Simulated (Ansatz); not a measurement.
Species: sum formula BNH₃, charge 1, multiplicity 1. It need not be the lowest isomer of its formula. 
Geometry from a B3LYP-D3(BJ)/def2-TZVP (Ansatz, a quantum-chemistry and plane-wave program) optimisation:
```
N
B 1 1.3115
H 1 1.0214 2 123.45
H 1 1.0214 3 113.09 2 180.00
H 2 1.1685 3 155.55 1 180.00
```
Charge +1, spin multiplicity 1.

Quantity: vertical triplet-singlet gap (E(triplet) - E(singlet); each state is the SCF solution reached for its spin), in kcal/mol. Cores are frozen in the correlated levels unless marked. Open shells are spin-unrestricted. No spin-orbit coupling. No relativistic terms. Basis-set limits of correlation are two-point, X^-3; Hartree-Fock from the larger set.

| level | program | vertical triplet-singlet gap (kcal/mol) |
|---|---|---|
| wB97M-V/def2-TZVPD | Ansatz | 132.8 |
| SCS-MP2/def2-SVPD | Ansatz | 136.0 |
| CCSD/def2-TZVPPD | Ansatz | ? |
| CCSD(T)/CBS(def2-TZVPPD,def2-QZVPPD) | Ansatz | ? |

Task: Fill in the missing entries.

Result: 
- CCSD/def2-TZVPPD, vertical triplet-singlet gap (kcal/mol): 129.9
- CCSD(T)/CBS(def2-TZVPPD,def2-QZVPPD), vertical triplet-singlet gap (kcal/mol): 133.4
